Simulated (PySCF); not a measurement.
Al(H)(Me)(OEt) (C₃H₉AlO), SMILES CC[O][AlH][CH3]. Heavy atoms are numbered as in [AlH:1]([CH3:3])[O:7][CH2:8][CH3:9]. Hydrogens are named by the atom that carries them.

Coordinates come from a PBE0-D3(BJ)/def2-SVP optimisation. The structure was generated by enumeration; whether it is a known compound was not checked. One conformer was computed; it need not be the lowest.

Computed with PBE0/pcSseg-1 run with PySCF.

GIAO shieldings, no solvent; atoms alike by connectivity are averaged. δ = σ(ref) − σ: ¹H against TMS (σ = 31.56 ppm); ¹³C against TMS (σ = 186.3 ppm); ¹⁷O against H2O (σ = 334.2 ppm), references at their B3LYP-D3(BJ)/def2-TZVP geometries, non-relativistic.

Q: Estimate the chemical shifts. (An estimate is asked for; the answer gives what the named calculation found.)

A: 
```tsv
nucleus	atoms	count	δ (ppm)
¹H	H on Al1	1	4.97
¹H	H on C8	2	4.37
¹H	H on C9	3	1.50
¹H	H on C3	3	-0.05
¹³C	C8 (CH2)	1	64.6
¹³C	C9 (CH3)	1	25.6
¹³C	C3 (CH3)	1	-8.8
¹⁷O	O7	1	117.4
```
